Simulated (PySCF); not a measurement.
C$_{3}$H$_{7}$O (SMILES C[CH]CO), doublet, at a GFN2-xTB geometry. Base run: M062X/6-31G* in PySCF.

Input for PySCF:
```python
from pyscf import gto, scf, dft, solvent

mol = gto.Mole()
mol.atom = '''
    C    -1.89175364   -0.25111454    0.13756691
    C    -0.54278286    0.34096135    0.24425615
    C     0.62959576   -0.25723789   -0.42940621
    O     1.86502341    0.25776753    0.01402311
    H    -1.83900971   -1.27983539   -0.21291529
    H    -2.40551218   -0.22914725    1.10108824
    H    -2.52179415    0.31157393   -0.56172271
    H    -0.42720184    1.30971653    0.69991950
    H     0.60850591   -1.35748450   -0.31611433
    H     0.61978448   -0.05607560   -1.51443981
    H     1.87468477    0.24345857    0.97749831
'''
mol.basis = '6-31g*'
mol.spin = 1
mol.verbose = 4
mol.build()

mf = dft.UKS(mol)
mf.xc = 'm062x'
mf.kernel()
```

Each row names what was changed in the base input (with any setting that the change needs).

| change | ΔE vs base (kJ/mol) | dipole (D) |
|---|---|---|
| base | 0.00 | 1.84 |
| model = IEF-PCM; solvent = tetrahydrofuran | -15.47 | 2.12 |
| model = IEF-PCM; solvent = dimethylsulfoxide; vdw_scale = 1.4 | -10.60 | 2.08 |
| model = SS(V)PE; solvent = dimethylsulfoxide | -18.63 | 2.17 |
| model = IEF-PCM; solvent = dimethylsulfoxide; lebedev_order = 41 | -18.82 | 2.18 |
| model = IEF-PCM; solvent = dimethylsulfoxide; vdw_scale = 1.0 | -36.0 | 2.34 |
| model = IEF-PCM; solvent = chloroform | -13.46 | 2.08 |
| model = IEF-PCM; solvent = dimethylsulfoxide; vdw_scale = 1.1 | -25.79 | 2.25 |
| model = IEF-PCM; solvent = water | -19.04 | 2.19 |
| model = COSMO; solvent = dimethylsulfoxide | -18.77 | 2.18 |
| model = C-PCM; solvent = dimethylsulfoxide | -18.99 | 2.18 |
| model = IEF-PCM; solvent = dimethylsulfoxide; r_probe = 0.5 | -7.06 | 2.04 |

The base is the gas phase, so ΔE is the electrostatic part of solvation at a fixed geometry, without cavity and dispersion terms.

Open shells are given as the SCF converged; they aren't shown to be the lowest states, and a large step between rows can be another state.
